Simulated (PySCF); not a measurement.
Species: C2H6PSi2 (doublet state).
Geometry (PBE0-D3(BJ)/def2-SVP, Å), atoms numbered from 1 in this order:
```xyz
11
C2H6PSi2 angstrom
C     -2.2359   -1.4188    0.4862
C     -1.6785   -0.3747    0.2012
Si    -0.7983    1.1789   -0.2083
P      1.3605    1.1792    0.4660
Si     1.9565   -0.7994   -0.4294
H     -2.7279   -2.3420    0.7377
H     -0.7920    1.3670   -1.6879
H     -1.4940    2.3238    0.4461
H      1.0929    0.6959    1.7837
H      3.3188   -1.1779    0.0706
H      2.0087   -0.6267   -1.9178
```

The hyperfine couplings belong to this conformer and change with its torsions.

As a line formula: `C#C[SiH2]P[SiH2]` [radical].

Level of theory: UKS B3LYP, IGLO-III on C P Si, pcH-1 on H, non-relativistic, mean-field spin-orbit, GIAO (PySCF). Isolated species at its PBE0-D3(BJ)/def2-SVP geometry (one conformer only). No stability test was run, so a lower SCF solution isn't excluded.

**Question.** Predict the first-order ENDOR lines of H10/H11, H9, H7/H8 and P4 under fast tumbling at B = 331.9 mT (X band).

**Answer.** ν± = |νn ± a/2|, one line for each electron-spin manifold; νn = |g_N| × 7.62259 MHz/T × B.

```
 nuclei  isotope     g_N  νn (MHz)  a_iso (MHz)  lower line (MHz)  upper line (MHz)
H10/H11       1H  5.5857     14.13        53.25             12.49             40.76
     H9       1H  5.5857     14.13        20.03              4.12             24.14
  H7/H8       1H  5.5857     14.13        -1.24             13.51             14.75
     P4      31P  2.2632      5.73        23.66              6.11             17.56
```

**Question.** Which pairs are centred on the nuclear Larmor frequency, and which on half the coupling?

**Answer.** Centred on νn, since |a| < 2νn: H9 and H7/H8. Centred on |a|/2 and split by 2νn: H10/H11 and P4.

**Question.** At what field would the lower line of H9 fall to zero frequency?

**Answer.** Where νn = |a|/2, that is B = 10.01 MHz/(5.5857 × 7.62259 MHz/T) = 235 mT, as far as first order holds there.

Means are taken over nuclei equivalent by connectivity, which assumes that they swap fast. The 1H value of +53.2 MHz is a mean of couplings from 44.8 to 61.7 MHz in this one geometry, not an average over conformers.

Time: 46 s. Hardware: x86-64 server, one thread, on a shared host.
